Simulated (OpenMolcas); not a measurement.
Fe4+ among 6 point charges of -2 e arranged as a trigonal prism (D3h), 2.08 Å from the ion, with a polar angle of 57.4° against the regular 49.1°.

| Quantity | Value |
| --- | --- |
| Program | OpenMolcas |
| Method | SS-CASPT2, IPEA 0.25 Eh, imaginary shift 0.1 Eh (closed shells correlated: 3s 3p) |
| Basis | ANO-RCC-VDZP [5s4p2d1f] |
| Scalar Hamiltonian | DKH2, point nucleus |
| Active space | 4 electrons in 5 orbitals (3d) |
| State averaging | 2S+1 = 5 even, 5 roots; 2S+1 = 3 even, 45 roots; 2S+1 = 1 even, 50 roots |
| Spin-orbit coupling | state interaction with AMFI integrals over the reference wave functions |

(1) What is the spin-free ground state (labels of D3, the rotations of D3h)?

(2) Where is the first state of the same spin?

(3) What are the lowest two levels with spin-orbit coupling?

(4) What is χT at 300 K, and how does it compare with the textbook value?

Results:

(1) 5E, 2-fold in its orbital part, 100 % from free-ion D terms; it has the highest spin that d4 allows.

(2) 5E at 630 cm-1 above the ground state.

(3) A 1-fold level A1, then a 1-fold level A2 12 cm-1 above it. Their leading multiplicities are 5 (100 %) and 5 (100 %).

(4) The lowest level has 2S+1 = 5, for which the spin-only value is χT = S(S+1) / 2 = 3.000 cm3 K/mol (g = 2). The computed 1.457 at 300 K differs by -1.543, through orbital momentum, spin-orbit coupling and any other state in reach.

Roots that are degenerate in the reference are averaged as groups; the widest CASPT2 spread within a group is 85 cm-1 (the 2-fold group of multiplicity 5 near 0 cm-1 above the lowest state of its run). Shifts and gaps below about the spread of the groups concerned are not significant. An orbital doublet at a regular site is open to a Jahn-Teller distortion, which this geometry leaves out. Point charges give a weaker field than real ligands, and real ions of this kind are often low spin; the high spin found here belongs to the model. The ground term spreads over less than 5000 cm-1, several times less than with real ligands, so orbital moments are less quenched and χT lies further from the spin-only value than at real sites. Free-ion shares, where given, are those of the reference states; single-state CASPT2 does not remix them. Point charges carry no covalency, so the field is a model and not that of real ligands. No measured value stands beside these numbers.
